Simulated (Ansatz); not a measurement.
Reaction: HgBr2 (SMILES [Br][Hg][Br]) → HgBr2 (parent SMILES [Br][Hg][Br], triplet)
Each species at its own B3LYP-D3(BJ)/def2-TZVP minimum (Ansatz, a program for electronic structure).

Total energies in hartree (Ansatz). Radicals and triplets start from unrestricted determinants; spin-orbit coupling is neglected. Correlated methods leave the cores frozen (noble-gas shells, and filled d and f shells in the p block). Past Kr the def2 sets carry scalar-relativistic core potentials. Spin-orbit terms, left out, reach several kcal/mol for Br and I, and more for heavier atoms. The UHF reference of Br2Hg (parent SMILES [Br][Hg][Br], triplet) is spin-contaminated (<S^2> up to 0.04 over the pure value in the sets run). The spin of Br2Hg (parent SMILES [Br][Hg][Br], triplet) was assumed, and the state is the lowest solution found for it.

| species | HF/def2-TZVPP | CCSD(T)/def2-TZVPP | HF/def2-QZVPP | CCSD(T)/def2-QZVPP | CCSD(T)/def2-SVP | CCSDT(Q)/def2-SVP |
|---|---|---|---|---|---|---|
| 1: HgBr2 (SMILES [Br][Hg][Br]) | -5297.45139 | -5298.21711 | -5297.55126 | -5298.38011 | -5297.34556 | -5297.34693 |
| 2: HgBr2 (parent SMILES [Br][Hg][Br], triplet) | -5297.35828 | -5298.11540 | -5297.45791 | -5298.27565 | -5297.25324 | -5297.25593 |

Work out the adiabatic triplet-singlet gap (electronic) in kcal/mol: take Hartree-Fock from def2-QZVPP, extrapolate the CCSD(T) correlation energy as X^-3 (X = 3, 4), and add CCSDT(Q) - CCSD(T) in def2-SVP. 1 hartree = 627.51 kcal/mol.


Species 1: correlation (64·(-0.82885) - 27·(-0.76572))/37 = -0.87492; step -0.00137; E1 = -5297.55126 + (-0.87492) + (-0.00137) = -5298.42755
Species 2: correlation (64·(-0.81774) - 27·(-0.75712))/37 = -0.86198; step -0.00269; E2 = -5297.45791 + (-0.86198) + (-0.00269) = -5298.32258
-1·E1 +1·E2 = 0.10497 hartree = 65.9 kcal/mol.
